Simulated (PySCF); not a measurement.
FGe, SMILES [F][Ge] (connectivity only; charge and spin as stated), charge +1, multiplicity 1.

The structure is a stationary point at PBE-D3(BJ)/def2-TZVPD. The spin state was assumed, not searched.

These are PySCF with r2SCAN/def2-TZVPD values and carry that method's errors.

Computed frontier levels, gap, dipole moment and polarisability:
The highest occupied level is -16.85 eV and the lowest empty level comes out as -10.71 eV. The orbital gap is 6.13 eV. The dipole moment about the centre of nuclear charge is 2.82 D, the mean static polarisability comes out as 19.8 bohr³ (2.94 Å³) and the polarisability, principal values comes out as 18.1, 18.1, 23.3 bohr³.
